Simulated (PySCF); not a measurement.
In(OH)2(OMe), SMILES C[O][In]([OH])[OH] (CH5InO3), B3LYP/def2-SVP optimised geometry.

```
10

In    -0.92     0.32     0.00
O     -1.84    -1.46    -0.01
H     -1.19    -2.18    -0.01
O     -1.99     2.01     0.00
H     -2.94     1.81     0.00
O      1.09     0.32     0.00
C      1.87     1.49     0.04
H      1.74     2.07     0.98
H      2.94     1.19    -0.01
H      1.69     2.18    -0.81
```

Density from B3LYP/def2-TZVP, def2 effective core potentials past Kr run with PySCF 2.14.0 at that geometry. The core electrons that the potentials of In replace are not part of the density.

Minimum of the electron density along straight lines between bonded atoms, close to the bond critical point (lines longer than 1.1 times the sum of covalent radii, or with two minima, are not listed):

```
bond    length / Å  ρ at the minimum / e bohr⁻³  ∇²ρ there / e bohr⁻⁵  position (fraction from the first atom)
------  ----------  ---------------------------  --------------------  ---------------------------------------
In1–O2       2.003                        0.110                  0.47                                     0.52
O2–H3        0.969                        0.352                 -2.29                                     0.80
In1–O4       2.002                        0.110                  0.47                                     0.52
O4–H5        0.969                        0.352                 -2.29                                     0.80
In1–O6       2.004                        0.109                  0.46                                     0.52
O6–C7        1.408                        0.264                 -0.62                                     0.64
C7–H8        1.108                        0.275                 -0.94                                     0.64
C7–H9        1.106                        0.277                 -0.96                                     0.64
C7–H10       1.108                        0.275                 -0.94                                     0.64
```
